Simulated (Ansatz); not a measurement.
CH4ClInSe (`[CH3][In]([Cl])[SeH]`). Total charge 0; spin multiplicity 1. In takes the def2 core potential. All single points use the PBE0-D4/def2-TZVP geometry. It is one conformer, not always the lowest.

```xyz
8

C    -1.067    0.843    0.875
In    0.398   -0.294   -0.176
Cl    2.081   -1.345    1.073
Se    0.665   -0.741   -2.615
H    -1.707    1.383    0.179
H    -1.670    0.163    1.478
H    -0.558    1.544    1.536
H     1.859   -1.554   -2.349
```

Problem. What is the dipole moment at ωB97M-V/def2-TZVPP? (Estimate.)

Solution. The calculation gave: 2.67 D, with components (-2.19, 1.54, 0.02) D in this frame, pointing from negative to positive charge.

Problem. And with PBE, r2SCAN, B3LYP? (Estimate.)

Solution. Ansatz gave: PBE 2.63 D, r2SCAN 2.70 D, B3LYP 2.71 D.

Problem. Give the Mulliken charges with ωB97M-V, r2SCAN, B3LYP in def2-TZVPP. (An estimate is asked.)

Solution. Ansatz gave: 
```csv
atom,ωB97M-V,r2SCAN,B3LYP
C1,-0.56,-0.43,-0.52
In2,0.69,0.74,0.76
Cl3,-0.37,-0.41,-0.40
Se4,-0.29,-0.30,-0.29
H5,0.15,0.10,0.13
H6,0.14,0.10,0.12
H7,0.15,0.10,0.13
H8,0.10,0.09,0.08
```

B3LYP here is the variant with VWN-RPA as its local correlation; programs differ in this.
